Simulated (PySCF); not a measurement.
**SbSe⁺: energy against distance**

Set-up: PySCF, scalar-relativistic core potentials, basis sets Sb cc-pVDZ-PP with ECP28, Se cc-pVDZ-PP with ECP10. Energies in eV from Sb⁺ + Se in their ground configurations at the same level. State: ¹Σ⁺ (singlet), closed shell.

All columns are r²SCAN. A positive dipole points towards Se; it is taken about the centre of mass and depends on that origin.

```tsv
R (Å)	E (eV)	μ (D)	Mulliken charge on Sb (basis-dependent)	HOMO (eV)	LUMO (eV)	Mayer bond order	⟨S²⟩
1.954	-2.629	-1.18	0.81	-14.04	-9.70	2.74	0.00
2.045	-3.801	-1.41	0.81	-14.11	-9.89	2.74	0.00
2.136	-4.447	-1.64	0.81	-13.95	-10.07	2.74	0.00
2.204	-4.682	-1.80	0.81	-13.73	-10.19	2.74	0.00
2.272	-4.758	-1.95	0.81	-13.52	-10.31	2.74	0.00
2.340	-4.714	-2.09	0.82	-13.34	-10.42	2.74	0.00
2.431	-4.522	-2.26	0.82	-13.11	-10.56	2.74	0.00
2.545	-4.140	-2.45	0.82	-12.87	-10.70	2.75	0.00
2.681	-3.569	-2.63	0.82	-12.61	-10.85	2.75	0.00
2.863	-2.744	-2.82	0.81	-12.34	-11.00	2.76	0.00
```

A fit through these points gives, at Re = 2.278 Å, μ = -1.97 D and dμ/dR = -2.12 D/Å; the reduced mass is 48.11 u.

Task: How strong is the fundamental in the double-harmonic approximation, I = 42.26·(dμ/dR)²/μred km/mol?

Result: I = 42.26·(-2.12)²/48.11 = 3.95 km/mol at r²SCAN.

Spin–orbit coupling is left out, which matters for elements this heavy, above all for dissociation energies. For an ion De counts to the pair picked by the measured ionisation energies or electron affinities, which need not be the lowest pair at this level.
